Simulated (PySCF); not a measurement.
Species: C₂H₁₄N₂Si₄.
Atom-mapped SMILES: `[SiH3:1][N:2]([SiH3:3])[C@@H:4]1[CH2:5][SiH2:6][NH:7][SiH2:8]1` (hydrogens: H9, H10, H11 on Si1; H12, H13, H14 on Si3; H15 on C4; H16, H17 on C5; H18, H19 on Si6; H20 on N7; H21, H22 on Si8)

Level: PBE0/pcSseg-1 in PySCF, non-relativistic, on one gas-phase PBE0-D3(BJ)/def2-SVP geometry that isn't relaxed in the solvent. The solvent is an IEF-PCM continuum (van der Waals radii × 1.2). Only the electrostatic response of the medium enters.

Gas phase at PBE0/pcSseg-1: HOMO -6.82 eV, LUMO -0.07 eV, dipole 1.14 D.

What does the continuum do to the energy, the frontier levels and the dipole at PBE0/pcSseg-1 in benzene and methanol?

```
 solvent      ε  E(solvent) − E(gas) (kcal/mol)  polarisation term (kcal/mol)  distortion of the solute (kcal/mol)  HOMO (eV)  LUMO (eV)  dipole (D)
 benzene  2.271                           -1.01                         -1.04                                 0.03      -6.75       0.01        1.27
methanol  32.61                           -2.28                         -2.47                                 0.19      -6.71       0.06        1.42
```

The first energy column is the sum of the next two and covers electrostatics alone. From benzene to methanol the lowering changes by a factor 2.26, Onsager's factor (ε − 1)/(2ε + 1) by 2.08 and ε itself by 14.4.

Which radius a makes the point-dipole formula ΔE = −[(ε − 1)/(2ε + 1)]·μ²/a³ give the value in methanol, with the gas-phase dipole?

μ = 0.449 au and |ΔE| = 0.00363 Eh give a = 1.58 Å; the farthest nucleus lies 3.96 Å from the centroid of the nuclei, so such a sphere wouldn't even hold the nuclei. The formula assumes a rigid point dipole at the centre of a sphere.

Which ESP-fitted charges (PBE0/pcSseg-1) respond most in benzene (means over atoms taken as equivalent)?

```json
{"atoms": "C4", "environment": "sp3 carbon bound to nitrogen", "gas (e)": "+0.014", "solvent (e)": "0.000", "change": "-0.014"}
{"atoms": "H20", "environment": "N–H hydrogen", "gas (e)": "+0.395", "solvent (e)": "+0.406", "change": "+0.011"}
{"atoms": "N7", "environment": "nitrogen bridging silicon atoms", "gas (e)": "-0.840", "solvent (e)": "-0.851", "change": "-0.011"}
{"atoms": "Si8", "environment": "SiH2 silicon", "gas (e)": "+0.576", "solvent (e)": "+0.586", "change": "+0.010"}
{"atoms": "Si6", "environment": "SiH2 silicon", "gas (e)": "+0.595", "solvent (e)": "+0.605", "change": "+0.010"}
{"atoms": "H15", "environment": "methine hydrogen", "gas (e)": "+0.106", "solvent (e)": "+0.115", "change": "+0.009"}
{"atoms": "H21", "environment": "Si–H hydrogen", "gas (e)": "-0.116", "solvent (e)": "-0.120", "change": "-0.004"}
{"atoms": "H19", "environment": "Si–H hydrogen", "gas (e)": "-0.135", "solvent (e)": "-0.140", "change": "-0.005"}
```
